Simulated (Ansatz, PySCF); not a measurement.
C2H2F3, SMILES C(F)[C](F)F (connectivity only; charge and spin as stated), charge +1, multiplicity 1. Atoms are numbered in the order given.

```xyz
7

F     -0.2098    -1.8148     0.0000
C      0.6928    -0.8326     0.0000
C      0.0098     0.4878     0.0000
F     -1.2249     0.5968     0.0000
F      0.6592     1.5510     0.0000
H      1.3543    -0.8476     0.8946
H      1.3543    -0.8476    -0.8946
```
Charge +1, spin multiplicity 1.

The structure is a stationary point at ωB97X-D3(BJ)/def2-SVP. The multiplicity is an assumed one; other spin states were not compared. The isomer is the one that the SMILES or the coordinates give; other isomers of the formula were not compared. Other conformers were not sampled.

Two levels are set side by side: PBE-D3(BJ)/def2-SVP (Ansatz, a quantum-chemistry and plane-wave program) and ωB97X-D3(BJ)/def2-SVP (PySCF). Each level has its own optimised geometry; the coordinates shown are those of the second. Frequencies come from the Hessian of PySCF at each geometry. Differences are taken from unrounded values.

```csv
quantity,ωB97X-D3(BJ)
mean bond length (Å),1.255
bond F1–C2 (Å),1.334
bond C2–C3 (Å),1.487
bond C3–F4 (Å),1.239
bond C3–F5 (Å),1.246
bond C2–H6 (Å),1.113
bond C2–H7 (Å),1.113
highest harmonic wavenumber (cm⁻¹),3070
mean harmonic wavenumber (cm⁻¹),1226
zero-point energy (kcal/mol),26.29
```

Task: What does PBE-D3(BJ) give, and how far is it from ωB97X-D3(BJ)? (The exact figures need the calculation; the answer reports its results.)

Result: 
| quantity | PBE-D3(BJ) | PBE-D3(BJ) minus ωB97X-D3(BJ) |
|---|---|---|
| mean bond length (Å) | 1.264 | 0.009 |
| bond F1–C2 (Å) | 1.335 | 0.001 |
| bond C2–C3 (Å) | 1.480 | -0.007 |
| bond C3–F4 (Å) | 1.255 | 0.016 |
| bond C3–F5 (Å) | 1.261 | 0.015 |
| bond C2–H6 (Å) | 1.127 | 0.014 |
| bond C2–H7 (Å) | 1.127 | 0.014 |
| highest harmonic wavenumber (cm⁻¹) | 2890 | -180 |
| mean harmonic wavenumber (cm⁻¹) | 1161 | -65 |
| zero-point energy (kcal/mol) | 24.90 | -1.39 |

GGA bonds tend to be longer and softer than those of functionals with exact exchange. Differences between two approximate levels are no errors against the true value.
